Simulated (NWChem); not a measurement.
System: CaF$_{2}$ anion, doublet; SMILES of the neutral closed-shell parent [F][Ca][F]

Input file for NWChem:

```
start job
memory heap 200 mb stack 900 mb global 1100 mb
charge -1
geometry units angstroms
  Ca     0.000996     0.000078    -0.000147
  F     -0.325310     1.402156    -1.218422
  F      0.325310    -1.402156     1.218422
end
basis spherical
  * library def2-svpd
end
dft
  odft
  mult 2
  xc b3lyp
  iterations 150
end
driver
  maxiter 120
end
task dft optimize
task dft freq
```

The spin multiplicity was typed, not searched, and may not be the lowest. The highest occupied level is positive, so the extra electron may be held by the finite basis. The optimisation ended at a saddle point (imaginary frequency).

The level has its own optimisation; frequencies are unscaled.

Q: Predict the main results of this run. (B3LYP/def2-SVPD, spin-unrestricted.) Quantities: r Ca–F (Å); highest harmonic frequency (cm⁻¹); lowest (cm⁻¹); zero-point energy (kcal/mol).

A: 
```json
{
  "r Ca–F (Å)": "2.078",
  "highest harmonic frequency (cm⁻¹)": "523",
  "lowest (cm⁻¹)": "-124",
  "zero-point energy (kcal/mol)": "1.4"
}
```
